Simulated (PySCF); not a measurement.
3-fluoropenta-1,2,4-triene (C₅H₅F), SMILES C=C=C(F)C=C.

Geometry: PBE0-D3(BJ)/def2-SVP. Other conformers were not sampled.

Two levels are set side by side: TDA-PBE/def2-SVPD (PySCF) and TDA-ωB97X/def2-SVPD (PySCF). Vertical, same geometry. The lowest singlet is HOMO→LUMO+1 100 % with PBE and HOMO→LUMO+1 89 % with the other functional; states are paired by order. Differences are taken from unrounded values.

```tsv
quantity	TDA-PBE
lowest singlet excitation (eV)	4.21
lowest triplet excitation (TDA) (eV)	3.18
first bright state (f over 0.05) (eV)	5.64
its oscillator strength	0.63
```

Problem. These are the TDA-PBE values. What does TDA-ωB97X give? (Estimate from the structure and the level; the computed values follow.)

Solution. 
| quantity | TDA-ωB97X | TDA-PBE minus TDA-ωB97X |
|---|---|---|
| lowest singlet excitation (eV) | 4.87 | -0.66 |
| lowest triplet excitation (TDA) (eV) | 3.34 | -0.16 |
| first bright state (f over 0.05) (eV) | 6.29 | -0.65 |
| its oscillator strength | 1.19 | -0.57 |

A lower first singlet is the usual sign of a functional without exact exchange. Differences between two approximate levels are no errors against the true value.

Rough cost on one machine, each run with all the roots and properties that it gave: TDA-ωB97X against TDA-PBE about 2 times.
